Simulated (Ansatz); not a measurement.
`B1CS1` and `B1C[Se]1` differ in one element.

Ansatz, PBE0-D4/def2-TZVP geometries, multiplicity 1. 

Scalar relativity is left out up to krypton.

| property | `B1CS1` |
| --- | --- |
| zero-point energy (PBE0-D4/def2-TZVP) / kJ/mol | 104.1 |
| LUMO energy (B3LYP/def2-TZVPP) / eV | -1.43 |
| HOMO–LUMO gap (ωB97M-V/def2-TZVPP) / eV | 10.57 |
| HOMO–LUMO gap (B3LYP/def2-TZVPP) / eV | 5.99 |
| HOMO energy (PBE0/def2-TZVPP) / eV | -7.66 |
| HOMO–LUMO gap (PBE/def2-TZVPP) / eV | 4.35 |

Task: What does the change do to each property? (An estimate is asked.)

Result: The calculation gave: 
```csv
property,`B1C[Se]1`,shift
zero-point energy (PBE0-D4/def2-TZVP) / kJ/mol,101.6,-2.5
LUMO energy (B3LYP/def2-TZVPP) / eV,-1.59,-0.16
HOMO–LUMO gap (ωB97M-V/def2-TZVPP) / eV,9.85,-0.72
HOMO–LUMO gap (B3LYP/def2-TZVPP) / eV,5.38,-0.61
HOMO energy (PBE0/def2-TZVPP) / eV,-7.20,0.46
HOMO–LUMO gap (PBE/def2-TZVPP) / eV,3.85,-0.50
```

With PBE0 the HOMO rises by 0.46 eV and the LUMO falls by 0.18 eV, so the gap narrows by about 0.64 eV. PBE moves the HOMO by 0.37 eV and ωB97M-V by 0.50 eV.

B3LYP here is the variant with VWN-RPA as its local correlation; programs differ in this.

Spin–orbit coupling is left out; it splits and shifts lone-pair levels of the heavy atoms by tenths of an eV.
